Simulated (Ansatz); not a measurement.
Coupled-cluster diagnostics for Si₄S₄, Ansatz.

Geometry of the singlet (PBE-D4/def2-SVP):

Cartesian coordinates in Å:
```
Si -1.063 -0.818 2.794
Si 1.312 1.097 0.563
Si 0.282 -0.858 -0.208
Si -0.030 0.893 -2.966
S 0.311 2.112 -1.221
S 0.055 -1.262 -2.271
S -0.582 -2.263 1.116
S -0.284 1.099 2.193
```

Correlated methods freeze 40 core orbitals. Another isomer (singlet) lies 0.64 eV lower at PBE0-D4/def2-TZVP; other spin states weren't run for this one.

Task: Estimate the CCSD(T) correlation energy, the shares of MP2 and (T), T1 and the reference's ⟨S²⟩ for: charge 0, singlet, own geometry in def2-SVP; and the rough time on 4 threads of Intel Xeon 6975P-C on a shared host.

Result: 
```tsv
state	basis	correlation (eV)	MP2 share (%)	(T) share (%)	T1	⟨S²⟩ (pure)	wall time	remarks
charge 0, singlet, own geometry	def2-SVP	-25.778	87.5	5.0	0.026	0.00 (0.00)	10 s	large T1 (0.026)
```
Customary marks for T1 are 0.02 (closed shells), 0.045 (open shells) and about 0.05 (3d metals). T1 exceeds 0.02 in 1 of 1 rows and 0.045 in 0; the higher it lies, the less the single-reference result can be trusted.
